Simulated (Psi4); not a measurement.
Conformational energy of SMILES CCCCBr. Scanned: dihedral C2–C3–C4–Br5; all other coordinates were relaxed at GFN2-xTB. Points at φ and −φ are mirror images.

Geometry of the scan point at 150° (Å):
```
14

C     -1.9605     0.0342    -0.1331
C     -0.5343     0.5454     0.0278
C      0.4645    -0.6089     0.1114
C      1.8909    -0.0937     0.2379
Br     3.0317    -1.3262     1.2443
H     -2.0570    -0.5505    -1.0451
H     -2.2367    -0.5965     0.7090
H     -2.6588     0.8659    -0.1831
H     -0.2801     1.1882    -0.8190
H     -0.4652     1.1482     0.9360
H      0.3744    -1.2497    -0.7679
H      0.2135    -1.2140     0.9862
H      1.9209     0.8396     0.8006
H      2.3702     0.0516    -0.7284
```

Level of theory: Psi4 1.11 with M06-2X/def2-TZVP // GFN2-xTB.

Scanned values (°): -150, -120, -90, -60, -30, 0, 30, 60, 90, 120, 150, 180.

Question: Locate the minima and the barriers on this grid.

Answer: Lower than their neighbours: -60° (0.0 kJ/mol), 60° (0.0 kJ/mol), 180° (0.1 kJ/mol). Higher than their neighbours: -120° (15.1 kJ/mol), 0° (22.3 kJ/mol), 120° (15.1 kJ/mol). The whole profile spans 22.3 kJ/mol.
